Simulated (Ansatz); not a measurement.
Reaction (substitution at a C–C bond): `FC(F)CC(F)(F)C(F)(F)F` + H–F → `FCC(F)F` + `FC(F)C(F)(F)F`

Calculated with Ansatz (gas phase, PBE0-D4/def2-TZVP geometries, no zero-point term in ΔE). CCSD(T)/CBS is the MP2 limit (def2-TZVPP, def2-QZVPP) plus CCSD(T) − MP2 in def2-TZVPP, frozen cores. This one scheme is used for every species. Functionals use def2-TZVPP. B3LYP here is the variant with VWN-RPA as its local correlation; programs differ in this. HSE06 is defined as in plane-wave codes. One conformer a species, not always the lowest.

```tsv
level	ΔE (kcal/mol)	difference from CCSD(T)/CBS
LDA (SPW92)	17.1	0.3
PBE-D4	13.9	-2.9
revPBE-D4	14.4	-2.4
BLYP-D4	12.1	-4.7
B3LYP-D4	12.7	-4.1
HSE06-D4	14.5	-2.3
CAM-B3LYP-D4	13.1	-3.7
ωB97X-V	14.2	-2.6
B2PLYP	12.5	-4.3
PBE-QIDH	15.4	-1.4
r2SCAN	14.0	-2.8
BHLYP	10.4	-6.4
CAM-B3LYP	11.1	-5.7
HF/CBS(def2)	7.2	-9.6
MP2/CBS(def2)	18.7	1.9
CCSD/CBS(def2)	15.7	-1.1
CCSD(T)/CBS	16.8	0
```

Largest T1 diagnostic among the species: 0.012.

From PBE to PBE0 (25 % exact exchange), in def2-TZVPP and without D4, ΔE moves by +1.0 kcal/mol. In def2-TZVPP, CCSD(T) changes the Hartree–Fock value by +8.8 kcal/mol (the triples alone add +1.1 kcal/mol) and MP2 by +10.7 kcal/mol.
